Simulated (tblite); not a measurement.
Compound: C₆H₆NSe (doublet state).
Atom-mapped SMILES: `[CH2:1]=[CH:2][CH2:3][c:4]1[cH:5][c:6][n:7][se:8]1` (hydrogens: H9, H10 on C1; H11 on C2; H12, H13 on C3; H14 on C5)
Bond orders are those of one Lewis drawing.

Computed with GFN2-xTB (tblite), gas phase: L-BFGS steps from a force-field or distance-geometry start until the largest atomic force falls under 0.01 eV/Å.

Step 10: E = -594.7302 eV
```
atom  x, y, z in Å  |  force x, y, z in eV/Å
C1     -2.2097    0.7376    0.5414    0.042  -0.031   0.048
C2     -1.2041   -0.0812    0.7931   -0.126   0.024  -0.082
C3     -0.5082   -0.8287   -0.3121    0.005  -0.028   0.082
C4      0.9289   -0.4436   -0.4026   -0.003   0.059  -0.136
C5      1.3676    0.6006   -1.1700    0.053   0.136  -0.035
C6      2.7524    0.6864   -1.0460    0.163   0.143  -0.056
N7      3.5180   -0.0036   -0.4013   -0.188  -0.082   0.031
Se8     2.3212   -1.3502    0.4836    0.072  -0.032   0.098
H9     -2.5585    0.8929   -0.4679   -0.011   0.012   0.032
H10    -2.7400    1.2780    1.3056    0.064  -0.013   0.076
H11    -0.8375   -0.2524    1.8006   -0.033   0.029  -0.164
H12    -0.9844   -0.5719   -1.2649   -0.030  -0.189   0.110
H13    -0.5755   -1.9051   -0.1329   -0.099  -0.007  -0.019
H14     0.7293    1.2408   -1.7537    0.092  -0.020   0.015
```

Step 11: E = -594.7368 eV
```
atom  x, y, z in Å  |  force x, y, z in eV/Å
C1     -2.2106    0.7395    0.5426   -0.001  -0.007   0.028
C2     -1.2075   -0.0808    0.7880   -0.065  -0.023  -0.073
C3     -0.5147   -0.8280   -0.3170    0.106  -0.054   0.076
C4      0.9234   -0.4390   -0.4016    0.067   0.032  -0.153
C5      1.3700    0.6026   -1.1670    0.068   0.118  -0.042
C6      2.7563    0.6892   -1.0477    0.130   0.136  -0.035
N7      3.5055   -0.0171   -0.3909   -0.151  -0.086   0.031
Se8     2.3320   -1.3392    0.4784   -0.023  -0.010   0.078
H9     -2.5597    0.8950   -0.4651   -0.055   0.040   0.007
H10    -2.7328    1.2737    1.3146    0.016   0.036   0.076
H11    -0.8386   -0.2493    1.7940   -0.009   0.003  -0.131
H12    -0.9932   -0.5849   -1.2751    0.021  -0.181   0.199
H13    -0.5669   -1.9026   -0.1261   -0.143  -0.037  -0.038
H14     0.7362    1.2403   -1.7544    0.040   0.034  -0.023
```

Step 12: E = -594.7427 eV
```
atom  x, y, z in Å  |  force x, y, z in eV/Å
C1     -2.2119    0.7413    0.5440   -0.051   0.024  -0.005
C2     -1.2109   -0.0809    0.7826    0.008  -0.054  -0.048
C3     -0.5172   -0.8285   -0.3190    0.149  -0.070   0.039
C4      0.9208   -0.4345   -0.4042    0.105  -0.010  -0.116
C5      1.3732    0.6067   -1.1660    0.081   0.081  -0.038
C6      2.7612    0.6932   -1.0490    0.053   0.089  -0.001
N7      3.4942   -0.0275   -0.3831   -0.052  -0.070   0.034
Se8     2.3369   -1.3332    0.4771   -0.103   0.037   0.027
H9     -2.5628    0.8985   -0.4621   -0.082   0.057  -0.002
H10    -2.7272    1.2713    1.3229   -0.006   0.057   0.064
H11    -0.8390   -0.2474    1.7858    0.012  -0.017  -0.065
H12    -0.9984   -0.5989   -1.2792    0.034  -0.151   0.201
H13    -0.5612   -1.9018   -0.1212   -0.148  -0.056  -0.034
H14     0.7416    1.2412   -1.7557    0.001   0.083  -0.058
```

Question: Estimate the geometry and energy of step 13. (The exact step hangs on the optimiser's Hessian estimate; all steps are aligned on step 12, rigid shifts and turns removed.)

Answer: E = -594.7500 eV, largest force 0.189 eV/Å
```
atom  x, y, z in Å  |  force x, y, z in eV/Å
C1     -2.2144    0.7441    0.5460   -0.083   0.041  -0.039
C2     -1.2150   -0.0814    0.7744    0.076  -0.056  -0.008
C3     -0.5152   -0.8309   -0.3197    0.126  -0.078  -0.021
C4      0.9207   -0.4287   -0.4112    0.102  -0.052  -0.041
C5      1.3780    0.6144   -1.1677    0.070   0.013  -0.017
C6      2.7676    0.6982   -1.0488   -0.040   0.007   0.047
N7      3.4828   -0.0367   -0.3761    0.081  -0.042   0.045
Se8     2.3323   -1.3319    0.4798   -0.134   0.120  -0.057
H9     -2.5712    0.9071   -0.4571   -0.091   0.059  -0.002
H10    -2.7217    1.2702    1.3335   -0.001   0.049   0.033
H11    -0.8376   -0.2468    1.7732    0.025  -0.028   0.035
H12    -1.0003   -0.6200   -1.2792    0.009  -0.097   0.116
H13    -0.5530   -1.9031   -0.1149   -0.126  -0.059  -0.009
H14     0.7464    1.2450   -1.7594   -0.014   0.123  -0.081
```

The energy changes by -0.0073 eV. The first-order estimate −F·Δx gives -0.0106 eV and the mean of the old and new forces, exact on a quadratic surface, -0.0073 eV. The step makes an angle of 58° with the force vector and moves no atom by more than 0.021 Å.

What follows is the cost of the whole relaxation. Hardware: one thread of an Arm Neoverse V2, on a shared host. Cost: 0.4 s.
